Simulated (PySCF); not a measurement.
Dipole moment (D) of eight silicon and germanium compounds: PBE beside ωB97X, computed with PySCF for isolated molecules in the bases named; differences from unrounded values. The eight are the first of their class met in an unordered collection, after screening for sound electronic states; none was chosen by its value, except that the dipole had to exceed 0.05 D. Each molecule has one DFT geometry for both levels.

```
molecule                                                                                                   basis  ωB97X   PBE  difference
----------------------------------------------------------------------------------------------------  ----------  -----  ----  ----------
Ge(F)(Cl)2(OH) (Cl2FGeHO), SMILES [OH][Ge]([F])([Cl])[Cl]                                              def2-TZVP   1.60  1.54       -0.06
CH5F3Si2, SMILES F[SiH2]C(F)(F)[SiH3]                                                                  def2-TZVP   2.95  2.56       -0.39
H9NSi3, SMILES [SiH3]N[SiH2][SiH3]                                                                     def2-TZVP   1.11  1.08       -0.03
Si(F)3(SeH) (F3HSeSi), SMILES [SeH][Si](F)(F)F                                                         def2-TZVP   1.81  1.72       -0.09
C3H6FNSi, SMILES N1([SiH2]F)C=CC1                                                                      def2-TZVP   1.64  1.59       -0.05
GeBr2, SMILES [Ge]([Br])[Br] (connectivity only; charge and spin as stated), neutral, multiplicity 1  def2-TZVPD   1.93  1.66       -0.27
C2H7F2NSi, SMILES FC(C[SiH2]N)F                                                                        def2-TZVP   3.43  3.28       -0.14
C2H8OSi2, SMILES C[Si@H]1CO[SiH2]1                                                                     def2-TZVP   2.21  2.03       -0.19
```

PBE lies below ωB97X in 8 and above it in 0 of the eight; the mean signed difference is -0.15 and the largest -0.39 D.
